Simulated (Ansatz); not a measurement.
B2ClF2HOSi (`FB(Cl)B1O[SiH]1F`), 8 atoms. Total charge 0; spin multiplicity 1. All runs use 4 threads of an Arm Neoverse V1 on a shared host. Correlated methods freeze the cores.

Question: Give the basis size and wall time and peak host memory of each of these runs in Ansatz. RKS PBE0-D4/def2-QZVPP energy; RKS PBE0-D4/def2-TZVP relaxation (15 steps); RHF-CCSD(T)/def2-SVP energy; RHF-MP2/def2-QZVPP energy; RKS BLYP-D4/def2-TZVPP energy; RKS ωB97M-V/def2-SVP energy; RKS ωB97M-V/def2-QZVPP energy; RHF-CCSD(T)/def2-TZVPP energy; RKS ωB97M-V/def2-TZVPP energy and forces; RKS LC-ωPBE/def2-TZVPP energy; RKS PBE0-D4/def2-SVP energy; RKS SPW92 (LDA)/def2-TZVPP energy. (An estimate is asked.)

Answer: Computed: Other jobs shared the machine, so times are rough.

```
                     level                    job  functions  wall time  peak host memory (GiB)
      RKS PBE0-D4/def2-SVP                 energy        111      1.2 s                    0.45
RKS SPW92 (LDA)/def2-TZVPP                 energy        253      1.4 s                    0.34
    RKS BLYP-D4/def2-TZVPP                 energy        253      2.3 s                    0.35
    RKS LC-ωPBE/def2-TZVPP                 energy        253      3.2 s                    0.49
      RKS ωB97M-V/def2-SVP                 energy        111        6 s                    0.45
      RHF-CCSD(T)/def2-SVP                 energy        111      9.1 s                    0.54
    RKS PBE0-D4/def2-QZVPP                 energy        455      9.5 s                     1.8
    RKS ωB97M-V/def2-TZVPP      energy and forces        253       14 s                    0.96
    RKS ωB97M-V/def2-QZVPP                 energy        455       21 s                     2.1
        RHF-MP2/def2-QZVPP                 energy        455       32 s                     2.5
     RKS PBE0-D4/def2-TZVP  relaxation (15 steps)        235       77 s                    0.69
    RHF-CCSD(T)/def2-TZVPP                 energy        253    4.7 min                     5.7
```

LC-ωPBE has ω = 0.4 bohr⁻¹.
